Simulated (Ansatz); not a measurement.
Reaction (formal loss of a carbene): `C[C@@H]1CCC[C@H]1C` → `CC1CCCC1` + `[CH2]` (triplet)

Calculated with Ansatz (gas phase, PBE0-D4/def2-TZVP geometries, no zero-point term in ΔE). CCSD(T)/CBS is the MP2 limit (def2-TZVPP, def2-QZVPP) plus CCSD(T) − MP2 in def2-TZVPP, frozen cores. This one scheme is used for every species. DFT in def2-TZVPP. HSE06 is defined as in plane-wave codes. Triplets are unrestricted, without spin–orbit coupling.

`C[C@@H]1CCC[C@H]1C`:

```xyz
21

C     2.016    0.365   -0.656
C     0.520    0.458   -0.440
C     0.100    1.543    0.551
C    -1.317    1.156    1.011
C    -1.515   -0.302    0.556
C    -0.131   -0.798    0.141
C    -0.158   -1.996   -0.785
H     2.422    1.307   -1.035
H     2.275   -0.416   -1.375
H     2.527    0.139    0.285
H     0.033    0.660   -1.405
H     0.151    2.546    0.121
H     0.793    1.529    1.400
H    -1.418    1.258    2.093
H    -2.072    1.809    0.567
H    -1.971   -0.930    1.326
H    -2.179   -0.341   -0.315
H     0.432   -1.064    1.049
H    -0.689   -1.753   -1.712
H    -0.669   -2.845   -0.323
H     0.849   -2.326   -1.053
```

`CC1CCCC1`:

Cartesian coordinates in Å:
```
C 1.495 -1.555 0.145
C 0.233 -0.724 0.240
C 0.405 0.619 0.943
C -0.853 1.412 0.578
C -1.344 0.817 -0.764
C -0.355 -0.303 -1.104
H 2.277 -1.007 -0.392
H 1.886 -1.806 1.134
H 1.320 -2.492 -0.391
H -0.532 -1.298 0.782
H 1.298 1.112 0.539
H 0.553 0.523 2.022
H -1.617 1.286 1.349
H -0.655 2.483 0.508
H -2.353 0.412 -0.652
H -1.397 1.567 -1.554
H -0.816 -1.130 -1.649
H 0.456 0.084 -1.733
```

`[CH2]` (triplet):

Z-matrix (Å, degrees):
```
C
H 1 1.079
H 1 1.079 2 134.9
```

CCSD(T)/CBS gives +4.61 eV.

(1) Another level gave +4.28 eV. Which?
A. PBE-D4/def2-TZVPP
B. BHLYP/def2-TZVPP
C. HSE06-D4/def2-TZVPP
D. CCSD(T)/def2-TZVPP

Largest T1 diagnostic among the species: 0.011.

## Answers

(1) B. BHLYP 4.28, CCSD(T)/def2-TZVPP 4.49, HSE06-D4 4.56, PBE-D4 4.64 eV.

At CCSD(T), def2-SVP lies −0.15 eV from the extrapolated value and def2-TZVPP −0.12 eV. Leaving LDA and LC-ωPBE aside and taking each functional with its dispersion term where it has one, the values, not all of them listed here, spread over 0.39 eV, from r2SCAN0-D4 to ωB97X-V. LDA lies +0.82 eV from PBE without D4.

CCSD(T)/CBS has its own doubt, a few kJ/mol and more with outer-core shells, so smaller differences from it don't rank the levels.
